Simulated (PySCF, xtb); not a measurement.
H6N2Si, SMILES N[SiH2]N.

xtb with GFN2-xTB at its own geometry gives an orbital gap of 6.28 eV and a dipole moment of 1.80 D.

Coordinates come from a PBE0-D3(BJ)/def2-TZVP optimisation. One conformer was computed; it need not be the lowest.

**Question.** What does B3LYP/def2-TZVPD (PySCF) give? (Estimate from the structure and the level; the computed values follow.)

**Answer.** gap 7.04 eV (levels -7.03 and 0.01 eV), dipole 0.66 D.
